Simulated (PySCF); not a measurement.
Computed spin Hamiltonian

Compound: C₆H₈ClO (doublet state).
Cartesian coordinates in Å at the GFN2-xTB level; atoms count from 1:
```xyz
16
C6H8ClO angstrom
O      1.4443    0.2659   -1.2204
C      1.0829    0.3644    0.1331
C      0.9187   -1.0326    0.8009
C     -0.3660   -1.6025    0.4042
C     -1.3855   -1.0553   -0.1837
C     -1.3218    0.4129   -0.5785
Cl    -2.9006    1.1951   -0.2750
C     -0.2363    1.1363    0.2074
H      2.2455   -0.2631   -1.3022
H      1.8587    0.9198    0.6884
H      0.9645   -0.9254    1.8876
H      1.7453   -1.6796    0.4920
H     -2.2894   -1.5803   -0.4463
H     -1.1413    0.4914   -1.6541
H     -0.0899    2.1352   -0.2055
H     -0.5368    1.2267    1.2523
```

The hyperfine couplings belong to this conformer and change with its torsions.

As a line formula: `O[C@@H]1C[C]=C[C@@H](Cl)C1` [radical].

Theory: PySCF, UKS B3LYP, pcH-1 on C Cl H O, non-relativistic, mean-field spin-orbit, GIAO. One conformer (not necessarily the lowest) at the GFN2-xTB geometry, without solvent, vibrations or thermal averaging. The geometry wasn't refined by DFT: couplings that depend on bond lengths, twists or pyramidal angles can differ widely from those at the functional's own minimum. The SCF solution wasn't tested for stability.

| Quantity | Value |
| --- | --- |
| g1, g2, g3 | 2.00204, 2.00230, 2.00390 |
| g_iso | 2.00275 |
| Form of g | close to axial: the two nearest values differ by 14 % of g3 − g1 |
| ⟨S²⟩ | 0.7585 (exact 0.7500) |

Isotropic coupling and dipolar principal values T1 to T3, in MHz:

```tsv
atom	isotope	a_iso	of which spin–orbit	T1	T2	T3	Mulliken spin population
O1	17O	-1.2	0.0	-2.6	1.1	1.5	0.00
C2	13C	43.4	0.0	-7.4	-6.6	14.0	0.05
C3	13C	10.5	0.0	-6.7	-6.1	12.8	-0.03
C4	13C	345.3	-0.1	-77.8	-57.5	135.3	0.98
C5	13C	2.2	0.0	-19.1	1.5	17.7	-0.14
C6	13C	71.7	0.0	-8.0	-7.2	15.2	0.07
Cl7	35Cl	-0.8	0.0	-2.6	-1.2	3.8	0.01
C8	13C	-4.9	0.0	-0.8	-0.7	1.4	-0.01
H9	1H	0.6	0.0	-2.1	-1.3	3.4	0.00
H10	1H	24.0	0.0	-3.9	-1.2	5.1	0.01
H11	1H	8.9	0.0	-6.9	-4.3	11.2	0.00
H12	1H	32.9	0.0	-7.0	-5.3	12.3	0.01
H13	1H	85.3	0.0	-6.2	-5.2	11.5	0.04
H14	1H	-5.7	0.0	-3.5	-1.8	5.3	0.00
H15	1H	7.7	0.0	-1.6	-0.9	2.5	0.00
H16	1H	2.1	0.0	-2.4	-1.8	4.3	0.00
```

The largest Mulliken spin populations are on C4 (+0.98), C5 (-0.14) and C6 (+0.07). No atom but C4 exceeds +0.15. The positive populations add up to 1.18 and the negative ones to -0.18, together 2S = 1.

Axes: g1 points within 10° of the C4–C5 bond.

Under fast tumbling the dipolar parts average out, and these isotropic splittings remain (the largest six): 1 × 1H (H13, I = 1/2, 2 lines) with 3.04 mT, 1 × 1H (H12, I = 1/2, 2 lines) with 1.17 mT, 1 × 1H (H10, I = 1/2, 2 lines) with 0.86 mT, 1 × 1H (H11, I = 1/2, 2 lines) with 0.32 mT, 1 × 1H (H15, I = 1/2, 2 lines) with 0.28 mT and 1 × 1H (H14, I = 1/2, 2 lines) with 0.20 mT.

The 13C coupling of C4 (345.3 MHz) shows only in satellite lines or after enrichment, since that isotope makes up about 1.07 % of natural carbon.

Examples of negative spin density at the nucleus (bohr⁻³): C8 (-0.0043), Cl7 (-0.0019) and H14 (-0.0013).
